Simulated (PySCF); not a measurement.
Parent: `[F:1][C@@H:2]([SiH3:3])[GeH3:4]`, CH7FGeSi.

Level of theory: PySCF 2.14.0, PBE0-D3(BJ)/def2-SVP geometry optimisation, gas phase. One conformer each, not checked by frequencies here.

```json
{"coordinate of the parent": "F1–C2", "value": "1.395 Å"}
{"coordinate of the parent": "C2–Si3", "value": "1.900 Å"}
{"coordinate of the parent": "C2–Ge4", "value": "1.977 Å"}
{"coordinate of the parent": "F1–C2–Si3", "value": "108.7°"}
{"coordinate of the parent": "F1–C2–Ge4", "value": "107.9°"}
{"coordinate of the parent": "Si3–C2–Ge4", "value": "114.7°"}
```

Q: How does the shared frame change in `[N:1]#[C:2][CH2:3][C@H:4]([SiH3:5])[GeH3:6]` with C2–C3–C4–Si5 -173°, C3H9GeNSi? Atoms pair as C2 = C4, Si3 = Si5, Ge4 = Ge6 (parent first).

A: 
```
    parent    relative  value in the relative  change
    C2–Si3      C4–Si5                1.891 Å  -0.009
    C2–Ge4      C4–Ge6                1.978 Å  +0.001
Si3–C2–Ge4  Si5–C4–Ge6                 111.0°    -3.7
```

Of the parent's bonds, C2–Si3 changes most (-0.009 Å). Bonds of the relative outside the shared frame: N1≡C2 1.157, C2–C3 1.460, C3–C4 1.540 Å. Point group C1 → C1.

Q: How does the shared frame change in `[CH3:1][C@@H:2]([SiH3:3])[GeH3:4]`, C2H10GeSi? Atoms pair as C2 = C2, Si3 = Si3, Ge4 = Ge4 (parent first).

A: 
| parent | relative | value in the relative | change |
| --- | --- | --- | --- |
| C2–Si3 | C2–Si3 | 1.886 Å | -0.014 |
| C2–Ge4 | C2–Ge4 | 1.968 Å | -0.009 |
| Si3–C2–Ge4 | Si3–C2–Ge4 | 111.4° | -3.3 |

Of the parent's bonds, C2–Si3 changes most (-0.014 Å). Bonds of the relative outside the shared frame: C1–C2 1.532 Å. Point group C1 → C1.
